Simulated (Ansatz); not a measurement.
[closo-1-(F)B7H6]2- (B7H6F²⁻). Charge -2, multiplicity 1. Geometry PBE-D4/def2-SVPD, basis def2-TZVPD, Ansatz.

| run | HOMO (eV) | LUMO (eV) |
| --- | --- | --- |
| A | 2.42 | 6.23 |
| B | 1.14 | 6.57 |
| C | 3.28 | 5.90 |
| D | 3.32 | 6.40 |
| E | 3.59 | 5.90 |
| F | 3.45 | 5.86 |

A multiply charged anion in the gas phase is held together partly by the finite basis.

The runs used BLYP, CAM-B3LYP, LDA (SPW92), PBE, PBE0, r2SCAN. Estimate which is which.

A PBE0 (25 % exact exchange); B CAM-B3LYP (range-separated); C LDA (SPW92) (0 % exact exchange); D r2SCAN (0 % exact exchange); E BLYP (0 % exact exchange); F PBE (0 % exact exchange). Exact exchange lowers occupied and raises empty levels; among semilocal functionals meta-GGAs tend to open the gap a little, and such runs are hard to tell apart. The gap grows from 2.31 eV (BLYP) to 5.43 eV (CAM-B3LYP). At PBE0-D4/def2-TZVPD, CAM-B3LYP-D4/def2-TZVPD, LDA (SPW92)/def2-TZVPD, r2SCAN-D4/def2-TZVPD and others the highest occupied level of the charge -2 singlet lies above zero (up to 3.59 eV). The electron is either unbound and held by the finite basis, or the level is raised by self-interaction error.
